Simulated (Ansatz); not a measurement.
Basis-set extrapolation for C5H4O2, SMILES `O=c1ccocc1` (PBE0-D4/def2-TZVP geometry, frozen core, the Gaussian-basis code of Ansatz). Multiplicity 1, RHF reference.

|  | def2-TZVPP | def2-QZVPP |
| --- | --- | --- |
| HF | -341.499654 | -341.514587 |
| MP2 correlation | -1.227199 | -1.314043 |
| CCSD(T) correlation | -1.306353 | not run |

Energies in hartree. Use E(X) = E(∞) + A·exp(−7.88·√X) for Hartree–Fock and E(X) = E(∞) + B·X^(−2.97) for correlation, with X = 3 and 4, and add CCSD(T) minus MP2 of the smaller set to the MP2 limit.

Q: What is the CCSD(T) energy at the basis-set limit?

A: HF limit: -341.514587 + (-0.014933) × 0.13774 = -341.51664. MP2 limit: -1.314043 + (-0.086844) × 0.74074 = -1.37837. Higher-order term: -1.306353 − (-1.227199) = -0.07915. Total: -342.97416 hartree, 4.58 eV below CCSD(T)/def2-TZVPP.
